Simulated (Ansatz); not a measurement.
## Ansatz (development build ahead of 0.2.0) run

```yaml
crystal:
  periodic: [false, false, false]
  atoms:
    - { symbol: Co, position_ang: [0.0, 0.0, 0.0] }
    - { symbol: Si, position_ang: [0.0, 0.0, 2.1804] }
basis:
  gaussian: { orbitals: pcseg-2 }
magnetization:
  spin_polarized: true
  initial_magnetization: 3
hamiltonian:
  xc: pbe0
```

The input is written out in the form of the current development build from the run's settings.

Results

- Converged: yes
- Total energy: -1671.84585 hartree
- Spin squared of the determinant: 3.882
- Stability test: minimum

Caution: the unrestricted determinant is spin contaminated.
